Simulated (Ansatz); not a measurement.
This geometry of C3H6OSi (11 atoms, charge 0, multiplicity 1) is a first-order saddle point.

The calculation used RKS r2SCAN-D4/6-31G* in Ansatz 0.2.0.

```xyz
11
Properties=species:S:1:pos:R:3
C -1.578 -1.033 -0.515
O -0.719 -0.932 0.627
C 0.289 -0.059 0.542
C 1.286 0.331 1.351
Si 1.333 1.216 -0.240
H -2.598 -0.790 -0.201
H -1.542 -2.064 -0.882
H -1.253 -0.344 -1.301
H 1.651 0.101 2.347
H 0.883 2.630 -0.391
H 2.313 0.889 -1.317
```

(1) Which two structures does it join? (They come from a converged band through this point; their orientation in space is the band's.)

(2) How far does it lie above each of them?

Results:

(1) No bond is made or broken. The dihedral H8–C1–O2–C3 goes from -61 to 61°. The two ends are copies of one structure, up to a mirror image or an exchange of like atoms.

Image 0:

```xyz
11
Properties=species:S:1:pos:R:3
C -1.578 -1.010 -0.477
O -0.831 -0.790 0.725
C 0.234 0.008 0.576
C 1.192 0.483 1.385
Si 1.406 1.077 -0.325
H -2.400 -1.674 -0.202
H -0.950 -1.486 -1.240
H -1.974 -0.063 -0.863
H 1.469 0.410 2.433
H 1.056 2.464 -0.745
H 2.441 0.523 -1.245
```

Image 10:

```xyz
11
Properties=species:S:1:pos:R:3
C -1.524 -1.079 -0.501
O -0.718 -0.935 0.674
C 0.270 -0.038 0.559
C 1.241 0.421 1.362
Si 1.294 1.221 -0.274
H -2.017 -0.130 -0.749
H -2.273 -1.836 -0.260
H -0.914 -1.411 -1.350
H 1.590 0.252 2.377
H 0.812 2.613 -0.505
H 2.305 0.865 -1.311
```

(2) 3.3 kJ/mol above the first and 3.3 kJ/mol above the second. This is the barrier of this one path; another mechanism may lie lower.

The run took 3.8 min on 2 threads of Intel(R) Xeon(R) 6975P-C (Granite Rapids), with other jobs on the host, peak memory 0.17 GiB.
